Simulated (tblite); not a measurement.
Here is a computed GFN2-xTB geometry (Å):
```
atom  x, y, z in Å
C1    -0.1511   -2.6550   -1.3485
C2     0.0662   -1.6381   -0.7331
Si3    0.5910   -0.1637    0.2964
N4     1.9359    0.7186   -0.3098
C5     3.3013    0.2666   -0.2305
Si6   -1.2267    1.2746    0.3004
O7    -2.5203    0.4722    0.8418
C8    -3.1659   -0.6604    0.3397
H9     1.0720   -0.6714    1.5948
H10    1.7970    1.3361   -1.0951
H11    3.9839    1.1177   -0.1896
H12    3.4236   -0.3264    0.6722
H13    3.5741   -0.3587   -1.0865
H14   -1.1894    2.3068    1.3281
H15   -1.4678    1.8592   -1.0290
H16   -3.8766   -1.0036    1.0924
H17   -3.7056   -0.4118   -0.5769
H18   -2.4504   -1.4563    0.1216
```

Doublet state.

**Question.** Which heavy atoms are bonded, and with what formal order?

**Answer.** C1–C2 1.21 Å (triple); C2–Si3 1.87 Å (single); Si3–N4 1.72 Å (single); N4–C5 1.44 Å (single); Si3–Si6 2.32 Å (single); Si6–O7 1.62 Å (single); O7–C8 1.40 Å (single). Bonds to hydrogen (Å): Si3–H9 1.47; N4–H10 1.01; C5–H11 1.09; C5–H12 1.09; C5–H13 1.09; Si6–H14 1.46; Si6–H15 1.47; C8–H16 1.09; C8–H17 1.09; C8–H18 1.09. The orders are those of one drawing; other resonance forms can be drawn.

**Question.** Give the structure as a SMILES string.

**Answer.** `[C]#C[Si@@H](NC)[SiH2]OC`, C4H10NOSi2.

**Question.** Name the point group.

**Answer.** C1 (no symmetry element, even within 0.4 Å).

**Question.** Describe the place of each heavy atom.

**Answer.** C1: carbon bonded to C; C2: carbon bonded to C and Si; Si3: silicon bonded to C, N, Si and H; N4: nitrogen bonded to C, Si and H; C5: carbon bonded to N and 3 H; Si6: silicon bonded to O, Si and 2 H; O7: oxygen bonded to C and Si; C8: carbon bonded to O and 3 H.

**Question.** What is the arrangement about C2?

**Answer.** It has 2 neighbours (C1, Si3) and is almost linear (angle 173.1°).

**Question.** What is the arrangement about O7?

**Answer.** It has 2 neighbours (Si6, C8) and is bent (angle 130.7°).
